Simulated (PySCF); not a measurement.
Cartesian coordinates in Å; atom numbers follow the order of the lines, from 1:
```xyz
28

C    -1.837    0.532    1.610
N    -1.565   -0.344    0.460
C    -2.521   -1.456    0.467
B    -1.634    0.540   -0.970
C    -0.050    0.844   -1.236
C     0.709    0.312   -0.012
C     2.130   -0.128   -0.256
C     3.122   -0.178    0.872
C     3.243    0.871   -0.195
C    -0.163   -0.828    0.494
H    -1.166    1.397    1.586
H    -1.699   -0.019    2.555
H    -2.869    0.897    1.542
H    -3.537   -1.056    0.349
H    -2.310   -2.118   -0.381
H    -2.456   -2.022    1.411
H    -2.355    1.502   -0.729
H    -2.147   -0.216   -1.788
H     0.301    0.293   -2.126
H     0.191    1.903   -1.416
H     0.743    1.094    0.769
H     2.226   -0.907   -1.023
H     2.782    0.136    1.863
H     3.856   -0.989    0.889
H     2.981    1.901    0.066
H     4.061    0.789   -0.915
H    -0.097   -1.671   -0.211
H     0.098   -1.199    1.500
```

Geometry: PBE0-D3(BJ)/def2-SVP; GIAO absolute shieldings from PySCF 2.14.0 with density-fitted response routines, gas phase, non-relativistic, averaged over equivalent atoms.

At HF/pcSseg-1 (260 basis functions, 23 s wall time on 1 thread of an AMD EPYC 9R45 96-Core, shared host):
```csv
atoms,σ (ppm)
C10,127.3
C3,141.7
C1,144.1
C6,151.1
C5,173.8
C7,179.5
C8,188.6
C9,189.0
N2,223.9
B4,116.0
H14/H15/H16,29.38
H18,29.51
H17,29.52
H11/H12/H13,29.58
H27,29.62
H28,29.68
H20,30.83
H19,31.13
H26,31.21
H24,31.39
H21,31.39
H25,31.56
H22,31.62
H23,31.87
```

Question: Estimate the result of repeating the calculation with PBE0/pcSseg-1.

Answer: 
```
      atoms  σ at PBE0/pcSseg-1  change
        C10               113.0   -14.3
         C3               130.3   -11.4
         C1               132.8   -11.3
         C6               136.2   -14.9
         C5               163.5   -10.3
         C7               167.4   -12.1
         C8               178.5   -10.1
         C9               178.9   -10.1
         N2               197.9   -26.0
         B4               105.5   -10.5
H14/H15/H16               28.80   -0.58
        H18               28.73   -0.78
        H17               28.75   -0.77
H11/H12/H13               29.01   -0.57
        H27               28.89   -0.73
        H28               28.99   -0.69
        H20               30.14   -0.69
        H19               30.41   -0.72
        H26               30.74   -0.47
        H24               30.88   -0.51
        H21               30.51   -0.88
        H25               31.10   -0.46
        H22               30.99   -0.63
        H23               31.38   -0.49
```

The largest change is at N2 (donor nitrogen of a Lewis adduct). Cost: 260 basis functions, 55 s wall time on 1 thread of an AMD EPYC 9R45 96-Core, shared host. The order of the carbon signals is the same at both levels.

A carbon bonded to boron is broadened by the quadrupolar boron nucleus and is often missing from a measured spectrum.
